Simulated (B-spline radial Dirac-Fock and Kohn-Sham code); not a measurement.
# Form factor and incoherent scattering function of Lu⁸⁺

System: lutetium as Lu⁸⁺, configuration [Kr] 4d10 4f13 5s2 5p2.

Input of the calculation (task.json; shells as n, l, electrons):

```json
{"items": [{
  "Z": 71,
  "q": 8,
  "cfg": [[1, 0, 2], [2, 0, 2], [2, 1, 6], [3, 0, 2], [3, 1, 6], [3, 2, 10], [4, 0, 2], [4, 1, 6], [4, 2, 10], [4, 3, 13], [5, 0, 2], [5, 1, 2]],
  "A": 175,
  "rrms": 5.37,
  "do": ["scatter"],
  "s": [0.0, 0.07, 0.08, 0.1, 0.13, 0.16, 0.19, 0.24, 0.29, 0.36, 0.45, 0.56, 0.69, 0.85, 1.05, 1.3, 1.61, 1.99, 2.47, 3.05, 3.77, 4.66, 5.76],
  "pz": [0, 0.1, 0.2, 0.3, 0.4, 0.5, 0.6, 0.8, 1.0, 1.2, 1.4, 1.6, 1.8, 2.0, 2.5, 3.0, 4.0, 5.0, 7.0, 10.0, 15.0, 20.0, 30.0, 40.0, 60.0, 100.0],
  "hv_scatter": [1000, 5000, 8047.8, 10000, 17479.3, 30000, 500000, 1000000]
}]}
```

Launch: `python xray_run.py task.json out`

Method: configuration-average Dirac-Fock orbitals. Computed with a radial atomic solver. f₀ is the Fourier transform of the spherical electron density, S the Waller-Hartree incoherent function, and s = sin θ/λ.

```tsv
s (Å⁻¹)	f₀	S
0	63.000	0.000
0.07	62.311	0.709
0.08	62.104	0.918
0.1	61.613	1.406
0.13	60.698	2.286
0.16	59.590	3.305
0.19	58.315	4.417
0.24	55.901	6.365
0.29	53.243	8.308
0.36	49.343	10.873
0.45	44.392	13.847
0.56	38.853	17.126
0.69	33.273	20.701
0.85	27.802	24.703
1.05	22.826	29.078
1.3	18.823	33.821
1.61	15.865	38.758
1.99	13.332	43.291
2.47	10.520	47.197
3.05	7.805	50.448
3.77	5.843	53.321
4.66	4.721	55.815
5.76	3.838	57.901
```

f₀ starts at the number of electrons, 63, and has fallen to half at s ≈ 0.74 Å⁻¹. The sum of ⟨r²⟩ over the electrons is 19.32 bohr².
